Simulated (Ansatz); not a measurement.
Molecular dynamics of AlClFHO

The input (input.yaml):

```yaml
crystal:
  periodic: [false, false, false]
  atoms:
    - { symbol: Al, position_ang: [-0.075993, -0.028318, -0.021877] }
    - { symbol: O, position_ang: [-0.102766, -0.12197, 1.636691] }
    - { symbol: H, position_ang: [-0.768615, -0.176261, 2.297417] }
    - { symbol: F, position_ang: [1.37056, 0.047228, -0.785346] }
    - { symbol: Cl, position_ang: [-1.800386, -0.002079, -1.189785] }
basis:
  gaussian: { orbitals: def2-SVP }
hamiltonian:
  xc: hf
md:
  timestep: 0.5
  n_steps: 500
  ensemble: nve
  temperature: 700.0
  initial_velocities: maxwell_boltzmann
  seed: 219858
  masses: [{ species: H, mass: 10.0 }]
```

Run as:

```bash
$ ansatz run input.yaml --threads 1 --pin off --max-ram 2048MiB --backend cpu --events-out ev --progress --plain --runs-dir out
```

It starts from a relaxed structure.

Output, in part (step lines, the closing report, with atoms numbered from 0):

```
md step     0: t =     0.00 fs  T =   700.0 K  F+E_penalty+E_count = -23841.25725724 eV  E_kin = 0.271446 eV  conserved = -23840.98581124 eV  (35 SCF iters)
md step     1: t =     0.50 fs  T =   696.0 K  F+E_penalty+E_count = -23841.25570514 eV  E_kin = 0.269909 eV  conserved = -23840.98579567 eV  (27 SCF iters)
md step     2: t =     1.00 fs  T =   684.6 K  F+E_penalty+E_count = -23841.25123898 eV  E_kin = 0.265470 eV  conserved = -23840.98576856 eV  (27 SCF iters)
md step     3: t =     1.50 fs  T =   666.7 K  F+E_penalty+E_count = -23841.24425884 eV  E_kin = 0.258525 eV  conserved = -23840.98573340 eV  (27 SCF iters)
md step     4: t =     2.00 fs  T =   643.7 K  F+E_penalty+E_count = -23841.23529846 eV  E_kin = 0.249605 eV  conserved = -23840.98569372 eV  (27 SCF iters)
md step     5: t =     2.50 fs  T =   617.1 K  F+E_penalty+E_count = -23841.22496895 eV  E_kin = 0.239316 eV  conserved = -23840.98565298 eV  (27 SCF iters)
md step     6: t =     3.00 fs  T =   588.7 K  F+E_penalty+E_count = -23841.21390520 eV  E_kin = 0.228291 eV  conserved = -23840.98561397 eV  (27 SCF iters)
md step     7: t =     3.50 fs  T =   560.0 K  F+E_penalty+E_count = -23841.20271968 eV  E_kin = 0.217141 eV  conserved = -23840.98557902 eV  (27 SCF iters)
[... lines left out ...]
md step   497: t =   248.50 fs  T =   242.5 K  F+E_penalty+E_count = -23841.07964065 eV  E_kin = 0.094045 eV  conserved = -23840.98559610 eV  (26 SCF iters)
md step   498: t =   249.00 fs  T =   264.5 K  F+E_penalty+E_count = -23841.08818783 eV  E_kin = 0.102558 eV  conserved = -23840.98562949 eV  (26 SCF iters)
md step   499: t =   249.50 fs  T =   285.8 K  F+E_penalty+E_count = -23841.09649463 eV  E_kin = 0.110838 eV  conserved = -23840.98565694 eV  (26 SCF iters)
md step   500: t =   250.00 fs  T =   305.4 K  F+E_penalty+E_count = -23841.10411335 eV  E_kin = 0.118437 eV  conserved = -23840.98567668 eV  (35 SCF iters)
Total energy: -23841.10411335 eV, -876.1444160847 hartree
Atom 0 at    -0.164937    -0.014840     0.006575 Å, force    -0.919582    -0.126053     1.324558 eV/Å
Atom 1 at    -0.592006    -0.112782     1.682120 Å, force     1.008876     0.103232    -1.718957 eV/Å
Atom 2 at     0.147227    -0.179857     2.260824 Å, force    -0.014933    -0.016756     0.561036 eV/Å
Atom 3 at     1.332309     0.045098    -0.642156 Å, force     0.315436     0.011161     0.255495 eV/Å
Atom 4 at    -1.749738    -0.014328    -1.298359 Å, force    -0.389797     0.028416    -0.422132 eV/Å
Dipole moment:     0.311387    -0.010039     0.317386 e Å
```

The steps, from the saved trajectory:

```tsv
time (fs)	T (K)	potential energy less start (eV)	conserved less start (meV/atom)
0.0	700	0.000	0.00
8.0	430	0.105	0.05
16.0	386	0.122	0.06
24.0	300	0.156	0.06
32.0	267	0.168	0.05
40.0	302	0.155	0.03
48.0	302	0.154	0.02
56.0	298	0.156	0.04
64.0	283	0.162	0.06
72.0	163	0.208	0.06
80.0	308	0.152	0.02
88.0	352	0.135	0.02
96.0	453	0.096	0.04
104.0	416	0.111	0.06
112.0	365	0.130	0.06
120.0	493	0.080	0.02
128.0	459	0.093	0.01
136.0	509	0.074	0.01
144.0	395	0.119	0.06
152.0	419	0.109	0.07
160.0	376	0.126	0.07
168.0	355	0.134	0.05
176.0	251	0.174	0.03
184.0	362	0.131	0.00
192.0	320	0.147	0.01
200.0	425	0.107	0.02
208.0	414	0.111	0.05
216.0	376	0.126	0.07
224.0	615	0.033	0.03
232.0	371	0.128	0.03
240.0	327	0.145	0.02
248.0	221	0.186	0.05
```

All steps were run. The conserved energy stayed within 0.081 meV per atom of its start (net change 0.027 meV per atom), so the integration is sound. Over the second half the temperature averaged 0.55 of the 700 K drawn at the start: a run that starts near a minimum puts about half its kinetic energy into the potential. A run of 0.25 ps of so small a system gives no equilibrium averages.

The same pairs are bonded in the first frame and the last. Pairs count as bonded within 1.25 times the sum of covalent radii (0.12 Å more for H–H).

Last frame:

```xyz
5
Properties=species:S:1:pos:R:3
Al -0.165 -0.015 0.007
O -0.592 -0.113 1.682
H 0.147 -0.180 2.261
F 1.332 0.045 -0.642
Cl -1.750 -0.014 -1.298
```

Time of the run: 4.5 min on 1 thread of Arm Neoverse V2, on a shared host, peak memory 0.11 GiB.
